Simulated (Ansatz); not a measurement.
C6H15ClO3Ti, SMILES `CC[O][Ti]([Cl])([O]CC)[O]CC`. Total charge 0; spin multiplicity 1. Correlated methods include outer-core shells of Ti, which these sets cover unevenly. Scalar relativity is left out up to krypton.

Cartesian coordinates in Å:
```
C 1.067 1.785 1.881
C 2.193 1.269 1.014
O 1.741 0.832 -0.233
Ti 0.468 0.595 -1.436
Cl 1.112 1.415 -3.421
O -0.995 1.415 -0.880
C -2.301 1.413 -0.386
C -2.808 0.012 -0.121
O 0.130 -1.134 -1.568
C 0.280 -2.458 -1.150
C 1.137 -2.571 0.092
H 0.557 2.619 1.396
H 0.332 0.998 2.070
H 1.458 2.128 2.842
H 2.940 2.054 0.850
H 2.703 0.431 1.506
H -2.943 1.920 -1.115
H -2.321 2.008 0.535
H -3.834 0.048 0.252
H -2.188 -0.489 0.625
H -2.792 -0.583 -1.036
H -0.718 -2.875 -0.965
H 0.724 -3.029 -1.974
H 0.684 -2.026 0.925
H 1.242 -3.618 0.383
H 2.132 -2.158 -0.087
```

Problem. Give the diagnostics of a CCSD(T)/def2-TZVPP run (frozen core, Ansatz). (An estimate is asked.)

Solution. The calculation gave: T1 = 0.0203, largest single amplitude 0.043, largest double 0.018, (T) share of the correlation energy 4.5 %, 13 CCSD cycles. The RHF solution is stable towards an unrestricted one. T1 lies over the customary mark of 0.02 for closed shells; compounds of d metals often pass it without a breakdown.
